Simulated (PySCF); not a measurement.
## Calculated data, C₂H₇AlB, CH₅AlBO, C₂H₅AlCl

All values are calculated (PySCF 2.14.0). Calculation on a computer-drawn molecule: the log of a Hartree-Fock and frozen-core CCSD(T) single point meant for a local Hartree-Fock minimum, with one planted fault or none, to be diagnosed. Offsets are logged minus clean, where the clean run is the same molecule without the fault. The reference is restricted for singlets and unrestricted otherwise, and also for a bond in bohr or an excited solution. Adding or removing an electron swaps singlet and doublet. The excited solution moves the top pair (singlet) or top alpha electron (doublet) to the lowest empty orbital. Highest occupied and lowest empty are orbital energies over both spins, largest force is the largest gradient component, triples share is (T) over the correlation energy, the T1 limit is 0.02 restricted and 0.045 unrestricted, electrons count all cores, a negative frequency is imaginary (commonest isotopes), and the dipole is about the centre of nuclear charge.

Common to all runs: meant basis cc-pV(D+d)Z; logged SCF converged yes; possible faults no fault, one electron removed, one electron added, multiplicity raised by two, geometry at a saddle point, SCF held on an excited solution, minimal basis STO-3G, one bond length entered in bohr, all coordinates scaled.

(1) 
```xyz
11
formula=C2H7AlB meant_charge=0 meant_multiplicity=2 logged_electrons=37 logged_basis_functions=100 logged_spin_squared=0.762 logged_highest_occupied=-6.8308 logged_lowest_empty=0.50421 logged_largest_force=0.0185 logged_dipole_magnitude=1.0282 logged_SCF_stable_within_its_kind=no logged_energy_HF=-346.33443 planted_fault=SCF_held_on_an_excited_solution HF_energy_offset_from_clean_run=15.38
C     -0.5308    -2.3546     1.6206
B     -0.7086    -0.8159     1.7435
Al    -0.9932     1.2088     1.9442
C     -2.4410     1.9560     3.0555
H      0.4213    -2.7199     2.0160
H     -0.6685    -2.7328     0.6035
H     -1.3265    -2.7969     2.2384
H      0.0045     2.1673     1.1646
H     -3.0567     1.1911     3.5385
H     -2.0319     2.5993     3.8438
H     -3.1065     2.5858     2.4529
```

Units: logged_highest_occupied, logged_lowest_empty in eV; logged_largest_force in hartree/bohr; logged_dipole_magnitude in debye; logged_energy_HF in hartree; HF_energy_offset_from_clean_run in kcal/mol.

Drawn bonds:
```tsv
atom	other atom	order
1	2	1
2	3	1
3	4	1
1	5	1
1	6	1
1	7	1
3	8	1
4	9	1
4	10	1
4	11	1
```

Notes: coupled-cluster numbers left out as unreliable.

(2) 
```xyz
9
formula=CH5AlBO meant_charge=0 meant_multiplicity=2 logged_electrons=36 logged_basis_functions=90 logged_spin_squared=0 logged_highest_occupied=-16.681 logged_lowest_empty=-5.5629 logged_largest_force=0.052281 logged_T1_diagnostic=0.01719 logged_D1_diagnostic=0.055286 logged_triples_share=0.024583 logged_CC_converged=yes logged_dipole_magnitude=4.8268 logged_SCF_stable_within_its_kind=yes logged_energy_HF=-382.00784 logged_energy_CCSD(T)=-382.50661 planted_fault=one_electron_removed HF_energy_offset_from_clean_run=148.4 CCSD(T)_energy_offset_from_clean_run=155.3
C     -3.6531    -1.7639     0.8349
B     -2.8357    -0.7244     0.0204
Al    -1.7631     0.6143    -1.0974
O     -1.5001     0.2436    -2.7336
H     -4.6028    -1.3797     1.2178
H     -3.0931    -2.2261     1.6527
H     -3.8965    -2.5650     0.1207
H     -1.1877     1.9545    -0.4847
H     -1.0296     0.7557    -3.3693
```

Units: logged_highest_occupied, logged_lowest_empty in eV; logged_largest_force in hartree/bohr; logged_dipole_magnitude in debye; logged_energy_HF, logged_energy_CCSD(T) in hartree; HF_energy_offset_from_clean_run, CCSD(T)_energy_offset_from_clean_run in kcal/mol.

Drawn bonds:
```tsv
atom	other atom	order
1	2	1
2	3	1
3	4	1
1	5	1
1	6	1
1	7	1
3	8	1
4	9	1
```

(3) 
```xyz
9
formula=C2H5AlCl meant_charge=1 meant_multiplicity=1 logged_electrons=46 logged_basis_functions=99 logged_spin_squared=0 logged_highest_occupied=-16.994 logged_lowest_empty=-4.0915 logged_largest_force=3.362e-05 logged_lowest_frequency=90.965 logged_T1_diagnostic=0.011287 logged_D1_diagnostic=0.027872 logged_triples_share=0.028487 logged_CC_converged=yes logged_dipole_magnitude=2.3188 logged_SCF_stable_within_its_kind=yes logged_energy_HF=-779.88341 logged_energy_CCSD(T)=-780.4147 planted_fault=no_fault HF_energy_offset_from_clean_run=0 CCSD(T)_energy_offset_from_clean_run=0
C     -0.2576     0.5035    -0.9201
C     -0.0348    -0.0572    -2.3393
Al     1.2292    -1.5288    -2.4757
Cl     2.5377    -3.0612    -2.6350
H     -0.6568    -0.2494    -0.2403
H     -0.9838     1.3142    -0.9805
H      0.6589     0.9102    -0.4923
H      0.3424     0.7102    -3.0229
H     -0.9648    -0.4368    -2.7749
```

Units: logged_highest_occupied, logged_lowest_empty in eV; logged_largest_force in hartree/bohr; logged_lowest_frequency in cm⁻¹; logged_dipole_magnitude in debye; logged_energy_HF, logged_energy_CCSD(T) in hartree; HF_energy_offset_from_clean_run, CCSD(T)_energy_offset_from_clean_run in kcal/mol.

Drawn bonds:
```tsv
atom	other atom	order
1	2	1
2	3	1
3	4	1
1	5	1
1	6	1
1	7	1
2	8	1
2	9	1
```
